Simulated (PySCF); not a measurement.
C3H10SeSi, singlet, geometry from GFN2-xTB, atoms displaced at random by about 0.03 Å a coordinate; PySCF with PBE/STO-3G, gradient.

The PySCF input:
```python
from pyscf import gto, scf, dft

mol = gto.Mole()
mol.atom = '''
    Se   -0.409363   -0.229597    0.719596
    C     1.222008   -0.373207   -0.538993
    C     2.226167   -1.322675    0.046089
    C     1.714557    0.961419   -0.898622
    H     0.781673   -0.826474   -1.493114
    H     3.021219   -1.446710   -0.651408
    H     2.565899   -0.850746    0.985116
    H     1.830262   -2.271118    0.279746
    H     0.990812    1.613602   -1.381327
    H     2.589047    0.935347   -1.585570
    H     2.091747    1.468788    0.082436
    Si   -1.844298    0.869060   -0.718595
    H    -1.708920    0.257908   -2.015759
    H    -1.634229    2.251246   -0.677641
    H    -3.183379    0.487981   -0.098883
'''
mol.basis = 'sto-3g'
mol.charge = 0
mol.spin = 0
mol.verbose = 4
mol.build()

mf = dft.RKS(mol)
mf.xc = 'pbe'
mf.kernel()
g = mf.nuc_grad_method()
grad = g.kernel()
```

What the program printed (banner, timings and long lists left out):

```
PySCF version 2.14.0

[INPUT] verbose = 4
[INPUT] num. atoms = 15
[INPUT] num. electrons = 76
[INPUT] charge = 0
[INPUT] spin (= nelec alpha-beta = 2S) = 0
[INPUT] symmetry False subgroup None
[INPUT] Mole.unit = angstrom
[INPUT] Symbol           X                Y                Z      unit          X                Y                Z       unit  Magmom
[...]
nuclear repulsion = 441.401343488654
number of shells = 32
number of NR pGTOs = 156
number of NR cGTOs = 52
basis = sto-3g
ecp = {}

******** <class 'pyscf.dft.rks.RKS'> ********
method = RKS
initial guess = minao
damping factor = 0
level_shift factor = 0
DIIS = <class 'pyscf.scf.diis.CDIIS'>
diis_start_cycle = 1
diis_space = 8
diis_damp = 0
SCF conv_tol = 1e-09
SCF conv_tol_grad = None
SCF max_cycles = 50
direct_scf = True
direct_scf_tol = 1e-13
XC library pyscf.dft.libxc version 7.1.2
    S. Lehtola, C. Steigemann, M. J. T. Oliveira, and M. A. L. Marques,  SoftwareX 7, 1–5 (2018)
XC functionals = pbe
    J. P. Perdew, K. Burke, and M. Ernzerhof,  Phys. Rev. Lett. 77, 3865 (1996)
    J. P. Perdew, K. Burke, and M. Ernzerhof,  Phys. Rev. Lett. 78, 1396 (1997)
    J. P. Perdew, K. Burke, and M. Ernzerhof,  Phys. Rev. Lett. 77, 3865 (1996)
    J. P. Perdew, K. Burke, and M. Ernzerhof,  Phys. Rev. Lett. 78, 1396 (1997)
radial grids:
    Treutler-Ahlrichs [JCP 102, 346 (1995); DOI:10.1063/1.469408] (M4) radial grids

becke partition: Becke, JCP 88, 2547 (1988); DOI:10.1063/1.454033
pruning grids: <function nwchem_prune>
grids dens level: 3
symmetrized grids: False
atomic radii adjust function: <function treutler_atomic_radii_adjust>
small_rho_cutoff = 0
Set gradient conv threshold to 3.16228e-05
Initial guess from minao.
tot grids = 180040
init E= -2776.02803225688
[...]
cycle= 1 E= -2778.99091099526  delta_E= -2.96  |g|= 0.551  |ddm|= 4.45
[...]
cycle= 2 E= -2778.8843039268  delta_E= 0.107  |g|= 0.76  |ddm|= 3.05
[...]
cycle= 3 E= -2779.18021987377  delta_E= -0.296  |g|= 0.114  |ddm|= 1.82
[...]
cycle= 4 E= -2779.1837515449  delta_E= -0.00353  |g|= 0.0513  |ddm|= 0.227
[...]
cycle= 5 E= -2779.18458974585  delta_E= -0.000838  |g|= 0.0133  |ddm|=  0.1
[...]
cycle= 6 E= -2779.18466628807  delta_E= -7.65e-05  |g|= 0.0014  |ddm|= 0.0264
[...]
cycle= 7 E= -2779.18466715055  delta_E= -8.62e-07  |g|= 0.000351  |ddm|= 0.00313
[...]
cycle= 8 E= -2779.18466719612  delta_E= -4.56e-08  |g|= 7.66e-05  |ddm|= 0.000659
[...]
cycle= 9 E= -2779.18466719839  delta_E= -2.27e-09  |g|= 1.11e-05  |ddm|= 0.000143
[...]
cycle= 10 E= -2779.18466719844  delta_E= -5.28e-11  |g|= 1.49e-06  |ddm|= 2.45e-05
[...]
Extra cycle  E= -2779.18466719844  delta_E= 3.64e-12  |g|= 1.08e-06  |ddm|= 5.67e-06
converged SCF energy = -2779.18466719844

******** <class 'pyscf.grad.rks.Gradients'> for <class 'pyscf.dft.rks.RKS'> ********
unit = Eh/Bohr
grid_response = False
--------------- RKS gradients ---------------
         x                y                z
0 Se    -0.0130784627    -0.0023543935     0.0147762549
1 C     0.0902296429     0.0430781567     0.0277112033
2 C    -0.0096994946    -0.0356574606    -0.0278937149
3 C    -0.0600919610    -0.0630291540    -0.0348046237
4 H    -0.0082136010    -0.0026013128    -0.0173929257
5 H    -0.0315298428     0.0035026156     0.0169898670
6 H    -0.0118128939     0.0059853205    -0.0005560177
7 H     0.0206789885     0.0380697170    -0.0079525554
8 H     0.0147910900    -0.0062662177     0.0020073883
9 H     0.0001183541     0.0050100125    -0.0015980937
10 H     0.0121577864     0.0084098234     0.0350446526
11 Si     0.0201359070     0.0530553867    -0.0381622031
12 H     0.0005115847    -0.0029913344     0.0104672975
13 H    -0.0023675847    -0.0313998676     0.0050202927
14 H    -0.0218097002    -0.0127846087     0.0163833500
----------------------------------------------
```
